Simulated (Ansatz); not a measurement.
Isomers of C3H8Si, relaxed with PBE0-D4/def2-TZVP in Ansatz; electronic energies, one conformer each and not always the lowest. Functionals use def2-TZVPP; CBS adds triple-zeta CCSD(T) − MP2 to the MP2 limit of def2-TZVPP and def2-QZVPP.

(1) Order them by energy at frozen-core CCSD(T)/CBS, lowest first. (Best estimate.)
A. `CC1C[SiH2]1`
B. `CC(C)[SiH]`
C. `C=CC[SiH3]`
D. `[SiH3]C1CC1`
E. `CC[Si]C`

(2) How do B2PLYP, PBE-D4, r2SCAN-D4, B3LYP place them (kcal/mol, against `C=CC[SiH3]`)? (An estimate is asked.)

Results:

(1) C (0.0 kcal/mol), D (6.0 kcal/mol), A (9.6 kcal/mol), E (14.3 kcal/mol), B (25.6 kcal/mol).

(2) Ansatz gave: 
| isomer | B2PLYP | PBE-D4 | r2SCAN-D4 | B3LYP |
| --- | --- | --- | --- | --- |
| `CC[Si]C` | 15.6 | 12.4 | 15.7 | 15.4 |
| `CC1C[SiH2]1` | 10.6 | 6.3 | 7.1 | 11.6 |
| `[SiH3]C1CC1` | 6.5 | 4.1 | 4.2 | 7.7 |
| `CC(C)[SiH]` | 27.0 | 21.2 | 25.6 | 27.5 |

B3LYP here is the variant with VWN-RPA as its local correlation; programs differ in this.
